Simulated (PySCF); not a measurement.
# Yb⁺: excitation energy

Yb⁺ [Xe] 4f14 6s1 (2S) → Yb⁺ [Xe] 4f14 6p1 (2P), as a difference of total energies. All numbers are calculated (PySCF 2.14, the spin-free X2C one-electron Hamiltonian (Gaussian nucleus), in cc-pVDZ-X2C (8s7p5d3f1g, 84 functions)). Correlated levels: valence: [Kr] 4d10 frozen; valence and next inner shell: [Ar] 3d10 frozen. The calculations carry no spin-orbit coupling.

| method | excitation energy (cm⁻¹) | error (cm⁻¹) |
| --- | --- | --- |
| UHF | 26949 | -2333 |
| LDA | 30328 | +1046 |
| PBE | 28665 | -617 |
| PBE0 | 28258 | -1024 |
| r2SCAN | 27919 | -1363 |
| BLYP | 29571 | +289 |
| revPBE | 27914 | -1368 |
| MP2 (valence) | 30167 | +884 |
| SCS-MP2 (valence) | 29519 | +237 |
| MP2 (valence and next inner shell) | 30282 | +1000 |
| SCS-MP2 (valence and next inner shell) | 29620 | +338 |

Reference: 29282 cm⁻¹ (measured; NIST levels, between the centres of gravity of the two terms).

Errors of the correlated levels include the incompleteness of this basis and the frozen core.

The basis was made for the ground configuration and has no added diffuse functions, so the excitation energy can come out too high.
